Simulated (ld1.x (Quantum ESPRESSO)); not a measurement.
# Configuration tests for C (TM)

| Property | Result |
| --- | --- |
| Element | C (Z = 6) |
| Generator | ld1.x (Quantum ESPRESSO) 7.5 |
| Type | norm-conserving Troullier–Martins (Kleinman–Bylander form) |
| Functional | PBE |
| Relativity | scalar-relativistic |
| Frozen core | [He] |
| Valence charge | 4 |
| Reference configuration | 2s2 2p2 |
| Partial waves | 2p (bound): rc 2.40 bohr; 2s (bound): rc 1.05 bohr |
| Local potential | the s channel |
| Core correction | none |

Energies are relative to the spin-unpolarised reference configuration 2s2 2p2; without spin polarisation the order of configurations can differ from experiment.

```tsv
valence configuration	charge	ΔE all-electron (eV)	error AE − PS (meV)
2s2 2p1	+1	10.862	+57
2s2 2p0	+2	35.018	+547
2s1 2p0	+3	83.212	+1103
2s0 2p4	0	16.975	-42
2s1 2p3	0	8.478	-9.0
2s2 2p2.3	-0.3	-1.158	+0.7
2s1 2p2	+1	19.615	-66
```

Levels in the configuration 2s1 2p2:

```
level  all-electron (eV)  pseudo (eV)
   2s            -25.852      -26.009
   2p            -17.098      -17.131
```
